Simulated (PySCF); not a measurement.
PySCF input for C4H3BrClF, SMILES C=C=C(Cl)[C@H](F)Br, PBE/pcSseg-1. Geometry optimised at B3LYP-D3(BJ)/def2-SVP. The structure was generated by enumeration; whether it is a known compound was not checked. One conformer was computed; it need not be the lowest.

```python
import numpy as np
from pyscf import gto, scf, dft
from pyscf.prop.nmr import rks as nmr

mol = gto.M(
    atom='''
    C     3.12901665   -0.60673347   -1.03293003
    C     1.89918751   -0.73827758   -0.61387765
    C     0.66095148   -0.86512476   -0.20443021
    Cl    0.20799736   -1.98376510    1.06632256
    C    -0.48423128   -0.08484550   -0.77819837
    F    -0.11918311    0.54369910   -1.91607929
    Br   -1.13327745    1.26915819    0.52246501
    H     3.51970595   -1.21375785   -1.85807792
    H     3.81024867    0.11965355   -0.57412881
    H    -1.35809712   -0.72582975   -0.96022068
    ''',
    basis='pcSseg-1',
    charge=0,
    spin=0,
    max_memory=1600,
    verbose=3,
)
mf = dft.RKS(mol, xc='pbe').density_fit(auxbasis='def2-universal-jkfit')
mf.grids.level = 3
mf.conv_tol = 1e-10
mf.max_cycle = 100
mf.kernel()
n = nmr.NMR(mf)
n.verbose = 2
n.max_cycle_cphf = 60
sigma = n.kernel()
print('atom   isotropic/ppm   span/ppm')
for i, s in enumerate(sigma):
    w = np.linalg.eigvalsh((s + s.T) / 2)
    print(f'{mol.atom_symbol(i):2s}{i + 1:3d} {w.mean():14.3f} {w[2] - w[0]:11.3f}')
```

It prints:

```
converged SCF energy = -3287.18995638746
atom   isotropic/ppm   span/ppm
C   1         85.911     166.150
C   2        -36.735      29.611
C   3         61.394     104.886
Cl  4        692.492     389.151
C   5         65.197      94.327
F   6        298.079     138.959
Br  7       1734.284    1897.209
H   8         25.369       5.410
H   9         25.314       5.339
H  10         24.365       7.717
```

The calculation finished and met its thresholds.

Cost: very roughly 40 core-seconds.
